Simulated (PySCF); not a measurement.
Species: `C#CC(=O)NCC1CC1`. The columns A, B, C and D hold Mulliken, IAO, Hirshfeld and ESP-fitted charges (e) of one PBE0/pcSseg-1 density (PySCF), in a shuffled order. Coordinates in Å (GFN2-xTB); the density's dipole moment is (0.42, -1.77, -3.37) D.

```csv
atom,x,y,z,A,B,C,D
C1,3.931,-1.153,1.246,-0.078,-0.188,-0.240,-0.223
C2,2.888,-0.599,1.038,-0.051,-0.076,+0.216,-0.308
C3,1.630,0.106,0.893,+0.176,+0.419,+0.401,+0.820
O4,1.106,0.711,1.803,-0.273,-0.482,-0.418,-0.526
N5,1.131,0.031,-0.365,-0.097,-0.328,-0.513,-0.612
C6,-0.145,0.615,-0.721,-0.015,-0.157,+0.080,-0.102
C7,-1.212,-0.438,-0.918,-0.047,-0.144,-0.319,-0.130
C8,-2.630,-0.129,-0.544,-0.088,-0.293,-0.195,-0.400
C9,-1.827,-1.077,0.291,-0.091,-0.295,-0.193,-0.237
H10,4.846,-1.644,1.407,+0.102,+0.209,+0.063,+0.275
H11,1.594,-0.551,-1.045,+0.134,+0.278,+0.203,+0.374
H12,-0.022,1.212,-1.631,+0.046,+0.145,+0.134,+0.120
H13,-0.420,1.273,0.106,+0.048,+0.168,+0.131,+0.169
H14,-1.053,-1.068,-1.787,+0.041,+0.137,+0.117,+0.155
H15,-3.422,-0.527,-1.160,+0.048,+0.150,+0.129,+0.172
H16,-2.846,0.849,-0.140,+0.049,+0.148,+0.129,+0.170
H17,-2.068,-2.128,0.255,+0.048,+0.150,+0.127,+0.129
H18,-1.489,-0.741,1.260,+0.047,+0.158,+0.148,+0.154
```

**Question.** Which column most likely holds the ESP-fitted charges?

**Answer.** D. Σ q r misses the density's dipole by 0.06 D (D), 0.41 D (B), 1.17 D (A), 2.66 D (C). Charges fitted to the outside potential are the only set here that is tied to the molecule's multipoles.

**Question.** And the Hirshfeld charges?

**Answer.** A. The mean sizes are 0.082 e (A), 0.209 e (C), 0.218 e (B), 0.282 e (D), and Hirshfeld charges are commonly the smallest of these schemes.

As computed, A = Hirshfeld, B = IAO, C = Mulliken, D = ESP-fitted. Hydrogens on carbon: Hirshfeld +0.04 to +0.10, IAO +0.14 to +0.21, Mulliken +0.06 to +0.15, ESP-fitted +0.12 to +0.28 e.

The ESP scheme is a least-squares fit of atom-centred charges to the potential on four shells outside the van der Waals surface, with the total charge fixed. The IAO scheme projects the occupied orbitals on a minimal set of polarised atomic orbitals and counts the electrons in each atom's part of it.

The structure is a single GFN2-xTB conformer in the gas phase; no vibrational or solvent corrections.

The values belong to the conformer `[CH:1]#[C:2][C:3](=[O:4])[NH:5][CH2:6][CH:7]1[CH2:8][CH2:9]1`: C2–C3–N5–C6 177°, C3–N5–C6–C7 -106°, N5–C6–C7–C8 146°.
